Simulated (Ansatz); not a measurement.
System: CH₅S₂Si, net charge 0, doublet state. It need not be the lowest isomer of its formula. 
Geometry from a B3LYP-D3(BJ)/def2-TZVP (Ansatz, an electronic-structure program) optimisation:
```
Si
C 1 1.8796
H 2 1.0903 1 110.01
H 2 1.0913 3 108.82 1 -121.37
H 2 1.0930 3 108.42 4 -118.16
S 1 2.1526 2 105.39 3 -177.88
H 6 1.3436 1 94.82 2 -172.58
S 1 2.1626 2 113.12 3 60.14
H 8 1.3475 1 95.66 2 73.61
```
Charge 0, spin multiplicity 2.

Atomisation energy built up term by term with Ansatz (kcal/mol; UHF references for open shells; valence terms freeze the core; atomic spin-orbit terms are left out). Basis-set limits of correlation are two-point, X^-3; Hartree-Fock from the larger set.

| term | basis | kcal/mol |
|---|---|---|
| Hartree-Fock | cc-pV(Q+d)Z | 514.02 |
| CCSD correlation | CBS(cc-pV(T+d)Z,cc-pV(Q+d)Z) | 176.60 |
| (T) | CBS(cc-pV(T+d)Z,cc-pV(Q+d)Z) | 12.74 |
| core correlation | cc-pwCVTZ | 1.75 |
| scalar relativity (X2C) | cc-pVTZ-DK against cc-pVTZ | -1.46 |
| sum: De |  | 703.6 |

(T) makes 1.8 % of the CCSD(T) atomisation energy; under 5 % is typical of single-reference molecules.
